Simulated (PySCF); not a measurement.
CH11NSi4. Atoms are numbered in the order given.

```xyz
17

Si     3.0117    -0.6414    -0.3795
N      1.6750    -0.4338    -1.5054
C      0.4528    -0.1692    -1.2703
Si    -0.4154     0.1101     0.4265
Si    -2.1368    -1.4735     0.6476
Si    -1.3674     2.2580     0.4250
H      4.2371    -0.9460    -1.1653
H      3.2439     0.6093     0.4100
H      2.7484    -1.7759     0.5613
H     -0.2304    -0.0808    -2.1492
H      0.5852    -0.0299     1.5315
H     -2.9262    -1.2187     1.8913
H     -3.0482    -1.3535    -0.5322
H     -1.5847    -2.8613     0.6943
H     -0.3120     3.3110     0.3231
H     -2.1610     2.4798     1.6723
H     -2.2822     2.3726    -0.7527
```

Coordinates come from a r2SCAN-D4/def2-SVP optimisation. The structure was generated by enumeration; whether it is a known compound was not checked. One conformer was computed; it need not be the lowest.

All values below come from PBE/pcSseg-1 (PySCF).

GIAO shieldings, no solvent; atoms alike by connectivity are averaged. δ = σ(ref) − σ: ²⁹Si against TMS (σ = 335.4 ppm); ¹⁵N against NH3 (σ = 267.0 ppm); ¹³C against TMS (σ = 182.0 ppm); ¹H against TMS (σ = 31.49 ppm), references at their B3LYP-D3(BJ)/def2-TZVP geometries, non-relativistic.

### Question
Estimate the chemical shifts. (The exact figures need the calculation; the answer reports its results.)

### Answer

```tsv
nucleus	atoms	count	δ (ppm)
²⁹Si	Si1	1	-65.2
²⁹Si	Si4	1	-97.1
²⁹Si	Si5, Si6	2	-111.1
¹⁵N	N2	1	499.1
¹³C	C3	1	211.6
¹H	H10	1	10.97
¹H	H7, H8, H9	3	5.45
¹H	H11	1	4.62
¹H	H12, H13, H14, H15, H16, H17	6	4.04
```
